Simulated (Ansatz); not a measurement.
`N#C[SiH](F)F` + `N[SiH2]F` → `F[SiH2]N[SiH](F)F` + `C#N` at 298.15 K and 1 bar (ligand exchange at the Si–C bond).

Calculated with Ansatz (gas phase, PBE0-D4/def2-TZVP geometries, no zero-point term in ΔE). CBS: MP2 limit from def2 TZ/QZ plus the TZ coupled-cluster correction, frozen cores. This one scheme is used for every species. One conformer a species, not always the lowest.

| species | CCSD(T)/CBS energy (Eh) | H − E (kJ/mol) | S (J/(mol·K)) |
| --- | --- | --- | --- |
| `N#C[SiH](F)F` | -582.14390 | 78.6 | 315.0 |
| `N[SiH2]F` | -446.07709 | 135.8 | 281.7 |
| `F[SiH2]N[SiH](F)F` | -934.91965 | 161.1 | 381.6 |
| `C#N` | -93.32098 | 52.4 | 201.2 |

H − E and S are ideal-gas, rigid-rotor, harmonic terms from PBE0-D4/def2-TZVP, for one conformer and one mirror image of each species. 1 Eh = 2625.50 kJ/mol, R = 8.31446 J/(mol·K).

Q: By hand: ΔE, ΔH, ΔS and ΔG.

A: ΔE = (-934.91965) + (-93.32098) − (-582.14390) − (-446.07709) = -0.01964 Eh = -51.6 kJ/mol. Δ(H − E) = 161.1 + 52.4 − 78.6 − 135.8 = -0.9, so ΔH = -52.5 kJ/mol. ΔS = 381.6 + 201.2 − 315.0 − 281.7 = -13.9 J/(mol·K). ΔG = -52.5 − 298.15 × (-13.9)/1000 = -48.4 kJ/mol.

Q: By hand: the equilibrium constant, and the temperature at which ΔG would vanish if ΔH and ΔS stayed fixed.

A: log₁₀ K = −ΔG/(RT ln 10) = 8.5. ΔG = 0 at ΔH/ΔS = 3777 K, far beyond where these terms or the molecules hold.

The number of gas molecules stays the same, so ΔS is small and ΔH decides. A doubt of 5 kJ/mol in ΔE shifts log₁₀ K by 0.9 here. Other conformers and mirror images would add mixing entropy, several J/(mol·K) or more a flexible species. Modes under 60 cm⁻¹, often nearly free rotors, make the harmonic entropy too high. These are equilibria of isolated gas molecules and say nothing of rates. Largest T1 diagnostic: 0.014 (customary marks: 0.02 for closed shells, 0.045 for open ones).
